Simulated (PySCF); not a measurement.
Al(H)(OH)(nPr) (C3H9AlO), SMILES CC[CH2][AlH][OH]. Geometry: PBE-D3(BJ)/def2-SVP. The structure was generated by enumeration; whether it is a known compound was not checked. Other conformers were not sampled.

### Question
Give the equilibrium geometry at PBE-D3(BJ)/def2-SVP (PySCF confirms it by a frequency run) as a Z-matrix. (The exact figures need the calculation; the answer reports its results.)

### Answer
Several could match; the one computed here: 
```
C
H 1 1.1133
H 1 1.1166 2 104.77
C 1 1.5404 2 110.70 3 117.79
H 4 1.1133 1 109.89 2 178.32
H 4 1.1134 5 105.06 1 118.01
C 4 1.5313 5 109.13 6 116.78
H 7 1.1098 4 111.99 5 -57.16
H 7 1.1102 8 107.71 4 122.43
H 7 1.1104 8 107.68 9 115.27
Al 1 1.9639 2 108.42 3 -114.09
O 11 1.7266 1 116.86 2 19.29
H 12 0.9703 11 122.33 1 178.75
H 11 1.6061 12 118.83 13 -1.04
```
